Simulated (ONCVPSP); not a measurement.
Pseudopotential generation for erbium: ONCV, PW91, scalar-relativistic.

Input for ONCVPSP 4.0.1:

```
# ATOM AND REFERENCE CONFIGURATION
# atsym  z   nc   nv     iexc    psfile
  Er 68.00    9    4  -109134      upf
#
#   n    l    f
    1    0    2.00
    2    0    2.00
    2    1    6.00
    3    0    2.00
    3    1    6.00
    3    2   10.00
    4    0    2.00
    4    1    6.00
    4    2   10.00
    4    3   12.00
    5    0    2.00
    5    1    6.00
    6    0    1.50
#
# PSEUDOPOTENTIAL AND OPTIMIZATION
# lmax
    3
#
#   l,   rc,      ep,       ncon, nbas, qcut
    0    2.05    0.00    3    7    5.10
    1    2.10    0.00    3    7    8.20
    2    1.70    0.15    4    8    6.00
    3    0.70    0.00    4    9   25.40
#
# LOCAL POTENTIAL
# lloc, lpopt,  rc(5),   dvloc0
    4    2    0.70    6.00
#
# VANDERBILT-KLEINMAN-BYLANDER PROJECTORs
# l, nproj, debl
    0    2    2.00
    1    2    2.00
    2    2    1.00
    3    3    2.70
#
# MODEL CORE CHARGE
# icmod, fcfact, rcfact
    0    0.00    0.00
#
# LOG DERIVATIVE ANALYSIS
# epsh1, epsh2, depsh
   -4.00    5.00    0.02
#
# OUTPUT GRID
# rlmax, drl
    6.00    0.01
#
# TEST CONFIGURATIONS
# ncnf
    4
# nvcnf
#   n    l    f
    4
    4    3   12.00
    5    0    2.00
    5    1    6.00
    6    0    2.00
#
    4
    4    3   12.00
    5    0    2.00
    5    1    6.00
    6    0    1.00
#
    4
    4    3   12.00
    5    0    2.00
    5    1    6.00
    6    0    0.00
#
    4
    4    3   11.00
    5    0    2.00
    5    1    6.00
    6    0    2.00
#
```

Command:

```bash
oncvpsp.x < Er.dat > Er.out
```

Output (shortened: citation, most of the input echo, consistency checks and plot data are left out):

```
ONCVPSP  (Optimized Norm-Conservinng Vanderbilt PSeudopotential)
scalar-relativistic version 4.0.1

#   n    l    f        energy (Ha)
    1    0    2.00    -2.1088784E+03
    2    0    2.00    -3.5437974E+02
    2    1    6.00    -3.1343671E+02
    3    0    2.00    -7.9490014E+01
    3    1    6.00    -6.7037870E+01
    3    2   10.00    -5.1457059E+01
    4    0    2.00    -1.5770295E+01
    4    1    6.00    -1.1675713E+01
    4    2   10.00    -6.1933050E+00
    4    3   12.00    -2.3295219E-01
    5    0    2.00    -2.0247935E+00
    5    1    6.00    -1.0880873E+00
    6    0    1.50    -2.3506710E-01

Reference configufation results
  iterations    47
  all-electron total energy (Ha)   -1.30877099D+04

Begin loop to  construct optimized pseudo wave functions
and semi-local pseudopoentials for all angular momenta

Calculating optimized projector #   1

 for l=   0

    Fraction of norm inside rc  0.953154
    Optimizing pswf for qcut=   5.11 a_B^-1,  ecut=  13.04 Ha
    Residual kinetic energy error=  1.68D-05 Ha

    Energy error per electron        Cutoff
         Ha          eV             Ha
         0.01000     0.27211        3.69
         0.00100     0.02721        8.78
         0.00010     0.00272       11.24
         0.00001     0.00027       21.10

Calculating optimized projector #   2

 for l=   0

    Fraction of norm inside rc  0.059997
    Optimizing pswf for qcut=   5.11 a_B^-1,  ecut=  13.04 Ha
    Residual kinetic energy error=  1.92D-05 Ha

    Energy error per electron        Cutoff
         Ha          eV             Ha
         0.01000     0.27211        2.77
         0.00100     0.02721        8.25
         0.00010     0.00272       11.24
         0.00001     0.00027       16.18

   Wellstate for l =  1  n =  7
     eigenvalue =   0.9119
     asymptotic potential =   1.4119
     half-point radius =  4.7836

Calculating optimized projector #   1

 for l=   1

    Fraction of norm inside rc  0.870623
    Optimizing pswf for qcut=   8.20 a_B^-1,  ecut=  33.60 Ha
    Residual kinetic energy error=  6.11D-09 Ha

    Energy error per electron        Cutoff
         Ha          eV             Ha
         0.01000     0.27211       10.19
         0.00100     0.02721       17.76
         0.00010     0.00272       22.24
         0.00001     0.00027       25.77

Calculating optimized projector #   2

 for l=   1

    Fraction of norm inside rc  0.092241
    Optimizing pswf for qcut=   8.20 a_B^-1,  ecut=  33.60 Ha
    Residual kinetic energy error=  5.87D-09 Ha

    Energy error per electron        Cutoff
         Ha          eV             Ha
         0.01000     0.27211        5.94
         0.00100     0.02721       16.31
         0.00010     0.00272       21.55
         0.00001     0.00027       25.36

WARNING wellstate: moderately localized bound state found for n= 5 l=  2
WARNING scattering state with energy  0.05000000
WARNING will be used for the first projector

   Wellstate for l =  2  n =  6
     eigenvalue =   0.0500
     asymptotic potential =   0.5500
     half-point radius = 13.9296

   Wellstate for l =  2  n =  6
     eigenvalue =   1.0500
     asymptotic potential =   1.5500
     half-point radius =  3.4867

Calculating optimized projector #   1

 for l=   2

    Fraction of norm inside rc  0.058973
    Optimizing pswf for qcut=   6.00 a_B^-1,  ecut=  18.00 Ha
    Residual kinetic energy error=  2.66D-06 Ha

    Energy error per electron        Cutoff
         Ha          eV             Ha
         0.01000     0.27211        5.20
         0.00100     0.02721        8.15
         0.00010     0.00272       10.59
         0.00001     0.00027       13.12

Calculating optimized projector #   2

 for l=   2

    Fraction of norm inside rc  0.189558
    Optimizing pswf for qcut=   6.00 a_B^-1,  ecut=  18.00 Ha
    Residual kinetic energy error=  3.52D-05 Ha

    Energy error per electron        Cutoff
         Ha          eV             Ha
         0.01000     0.27211        8.00
         0.00100     0.02721       10.75
         0.00010     0.00272       13.71
         0.00001     0.00027       86.45

   Wellstate for l =  3  n =  5
     eigenvalue =   2.4670
     asymptotic potential =   2.9670
     half-point radius =  1.9716

   Wellstate for l =  3  n =  6
     eigenvalue =   5.1670
     asymptotic potential =   5.6670
     half-point radius =  2.1230

Calculating optimized projector #   1

 for l=   3

    Fraction of norm inside rc  0.506985
    Optimizing pswf for qcut=  25.39 a_B^-1,  ecut= 322.39 Ha
    Residual kinetic energy error=  8.57D-05 Ha

    Energy error per electron        Cutoff
         Ha          eV             Ha
         0.01000     0.27211      220.09
         0.00100     0.02721      256.47
         0.00010     0.00272      299.56

Calculating optimized projector #   2

 for l=   3

    Fraction of norm inside rc  0.087527
    Optimizing pswf for qcut=  25.39 a_B^-1,  ecut= 322.39 Ha
    Residual kinetic energy error=  6.75D-07 Ha

    Energy error per electron        Cutoff
         Ha          eV             Ha
         0.01000     0.27211      200.63
         0.00100     0.02721      241.67
         0.00010     0.00272      274.01
         0.00001     0.00027      298.43

Calculating optimized projector #   3

 for l=   3

    Fraction of norm inside rc  0.043723
    Optimizing pswf for qcut=  25.39 a_B^-1,  ecut= 322.39 Ha
    Residual kinetic energy error=  1.15D-06 Ha

    Energy error per electron        Cutoff
         Ha          eV             Ha
         0.01000     0.27211      199.72
         0.00100     0.02721      242.71
         0.00010     0.00272      277.67
         0.00001     0.00027      302.03

Construct Vanderbilt / Kleinmman-Bylander projectors

B matrix Hermiticity error, ll=   0
   1   2    1.6270E-04

  Orthonormal projector coefficients  1.5087E+01  1.3425E+00

B matrix Hermiticity error, ll=   1
   1   2   -1.9164E-04

  Orthonormal projector coefficients  1.2803E+01  1.0723E+00

B matrix Hermiticity error, ll=   2
   1   2   -3.9264E-05

  Orthonormal projector coefficients  7.6740E+00  6.5832E-01

B matrix Hermiticity error, ll=   3
   1   2    9.1116E-04
   1   3   -1.3924E-03
   2   3    3.3103E-04

  Orthonormal projector coefficients -7.9712E+01 -3.2764E+01 -5.8598E+00

Pseudoatom total energy -192.765334

Diagnostic tests using Vanderbilt-Kleinman-Bylander pseudopotentials
  1 or more projectors used as specified by nproj input data

   l    rcore       rmatch      e in        delta e   norm test  slope test

   0   2.0503532   2.1126064  -2.0247935   0.0000315   1.0009771   1.0009811
   0   2.0503532   2.1126064  -0.2350671   0.0000037   1.0000399   1.0000124

   1   2.1000063   2.1637671  -1.0880873  -0.0000028   1.0000930   1.0000969
   1   2.1000063   2.1637671   0.9119127   0.0000263   1.0002325   1.0002325

   2   1.7033005   1.7550164   0.0500000   0.0000098   1.0001411   1.0001411
   2   1.7033005   1.7550164   1.0500000   0.0000107   1.0002244   1.0002244

   3   0.7027326   0.7240691  -0.2329522   0.0003480   1.0004446   1.0001344
   3   0.7027326   0.7240691   2.4670478  -0.0000290   1.0009014   1.0009014
   3   0.7027326   0.7240691   5.1670478  -0.0001029   1.0010825   1.0010825

 Testing for bound ghosts
   n   l    E NL Schr. Eq   E Basis Diag.   E Cutoff

       0                       -2.117531     45.31  WARNING - GHOST(-)
   1   0       -2.024762       -2.024319     45.31
   2   0       -0.235063       -0.201348     45.31

   2   1       -1.088090       -1.088004     50.68

   3   2       -0.135434       -0.093981    118.28

   4   3       -0.232604       -0.167884   1235.35

 Testing for highly-localized positive-energy ghosts
       l    <radius>/rc     E Basis Diag.   E Cutoff

       1        0.583718        5.177781     50.68  WARNING - GHOST(+)

Test configuration 0

   n   l     f        eae           eps        diff
   1   0  2.0000-2108.87843661
   2   0  2.0000 -354.37974318
   2   1  6.0000 -313.43671264
   3   0  2.0000  -79.49001401
   3   1  6.0000  -67.03786987
   3   2 10.0000  -51.45705928
   4   0  2.0000  -15.77029450
   4   1  6.0000  -11.67571322
   4   2 10.0000   -6.19330502
   4   3 12.0000   -0.23295219   -0.23260422    3.48D-04
   5   0  2.0000   -2.02479350   -2.02476198    3.15D-05
   5   1  6.0000   -1.08808733   -1.08809017   -2.84D-06
   6   0  1.5000   -0.23506710   -0.23506338    3.72D-06

    Total energies and differences
      AE_ref= -1.30877099D+04  AE_tst= -1.30877099D+04  dif=  0.00D+00
      PS_ref= -1.92765334D+02  PS_tst= -1.92765334D+02  dif= -1.55D-11
      PSP excitation error=  1.55D-11

Test configuration 1

psatom: WARNING lschvkbb convergence error n,l,iter=   4   3  13
ea(ii),et,emin,emax -1.984441E-01 -1.785997E-01 -1.785997E-01 -1.785997E-01
run_config: WARNING for fully non-local PS atom, stg. 1
 WARNING no output for configuration 2

Test configuration 2

   n   l     f        eae           eps        diff
   1   0  2.0000-2109.00591226
   2   0  2.0000 -354.50660692
   2   1  6.0000 -313.56365454
   3   0  2.0000  -79.61609758
   3   1  6.0000  -67.16396837
   3   2 10.0000  -51.58322969
   4   0  2.0000  -15.89667906
   4   1  6.0000  -11.80221642
   4   2 10.0000   -6.31997123
   4   3 12.0000   -0.35988996   -0.36318105   -3.29D-03
   5   0  2.0000   -2.15323082   -2.15024514    2.99D-03
   5   1  6.0000   -1.21612249   -1.21247363    3.65D-03
   6   0  1.0000   -0.33372129   -0.33359963    1.22D-04

    Total energies and differences
      AE_ref= -1.30877099D+04  AE_tst= -1.30875676D+04  dif=  1.42D-01
      PS_ref= -1.92765334D+02  PS_tst= -1.92622713D+02  dif=  1.43D-01
      PSP excitation error= -2.84D-04

Test configuration 3

   n   l     f        eae           eps        diff
   1   0  2.0000-2109.29253318
   2   0  2.0000 -354.79136845
   2   1  6.0000 -313.84861019
   3   0  2.0000  -79.89875312
   3   1  6.0000  -67.44666067
   3   2 10.0000  -51.86611151
   4   0  2.0000  -16.18012502
   4   1  6.0000  -12.08596228
   4   2 10.0000   -6.60411609
   4   3 12.0000   -0.64436834   -0.64832364   -3.96D-03
   5   0  2.0000   -2.44089884   -2.43777916    3.12D-03
   5   1  6.0000   -1.50148237   -1.49795214    3.53D-03

    Total energies and differences
      AE_ref= -1.30877099D+04  AE_tst= -1.30871267D+04  dif=  5.83D-01
      PS_ref= -1.92765334D+02  PS_tst= -1.92182005D+02  dif=  5.83D-01
      PSP excitation error= -9.70D-05

Test configuration 4

   n   l     f        eae           eps        diff
   1   0  2.0000-2109.33144543
   2   0  2.0000 -354.85322817
   2   1  6.0000 -313.90756879
   3   0  2.0000  -79.98899286
   3   1  6.0000  -67.53636815
   3   2 10.0000  -51.95326516
   4   0  2.0000  -16.25919893
   4   1  6.0000  -12.15982419
   4   2 10.0000   -6.66989229
   4   3 11.0000   -0.67507784   -0.68378377   -8.71D-03
   5   0  2.0000   -2.38663359   -2.39222651   -5.59D-03
   5   1  6.0000   -1.41510760   -1.40827050    6.84D-03
   6   0  2.0000   -0.39484313   -0.39545893   -6.16D-04

    Total energies and differences
      AE_ref= -1.30877099D+04  AE_tst= -1.30874183D+04  dif=  2.92D-01
      PS_ref= -1.92765334D+02  PS_tst= -1.92469609D+02  dif=  2.96D-01
      PSP excitation error= -4.10D-03
```

Note: ghosts flagged at negative energy: s at -57.6 eV; GHOST(+) flagged for p at 140.9 eV. A true bound ghost makes a file unfit for plane-wave use.

The run took about 6 s on one core of a shared server CPU.
